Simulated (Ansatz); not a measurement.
Reaction: Sb2 (SMILES [Sb]#[Sb]) → Sb2+ (parent SMILES [Sb]#[Sb], doublet) + e-
Each species at its own B3LYP-D3(BJ)/def2-TZVP minimum (Ansatz, a program for electronic structure).

Wanted: adiabatic ionisation energy (electronic), in eV. UHF or UKS for unpaired electrons; spin-orbit terms are left out. Correlated methods leave the cores frozen (noble-gas shells, and filled d and f shells in the p block). Past Kr the def2 sets carry scalar-relativistic core potentials. CBS(X,Y): correlation extrapolated as X^-3, Hartree-Fock from the larger set. A bracket is a step between two methods taken in the basis named. Spin-orbit terms, left out, reach several kcal/mol for Br and I, and more for heavier atoms. The restricted determinant of Sb2 ([Sb]#[Sb], singlet) is unstable towards broken spin symmetry in at least one set run. The UHF reference of Sb2+ (parent SMILES [Sb]#[Sb], doublet) is spin-contaminated (<S^2> up to 0.71 over the pure value in the sets run). The spin of Sb2+ (parent SMILES [Sb]#[Sb], doublet) was assumed, and the state is the lowest solution found for it.

CCSD(T)/CBS(def2-TZVPP,def2-QZVPP) + [CCSDT(Q) - CCSD(T)]/def2-QZVPP + [CCSDTQ - CCSDT(Q)]/def2-SVP (Ansatz) gives 8.69 eV.

Q: How far off this value is PBE/def2-TZVPD (Ansatz), in which direction, and how far these levels: r2SCAN/def2-TZVPD, B3LYP/def2-TZVPD, B2PLYP/def2-TZVPD, CCSD(T)/CBS(def2-TZVPP,def2-QZVPP)?

A: PBE gives 8.44 eV, 0.25 eV below it. Differences of the others: r2SCAN/def2-TZVPD (Ansatz) -0.17; B3LYP/def2-TZVPD (Ansatz) -0.22; B2PLYP/def2-TZVPD (Ansatz) 0.00; CCSD(T)/CBS(def2-TZVPP,def2-QZVPP) (Ansatz) 0.06 eV.
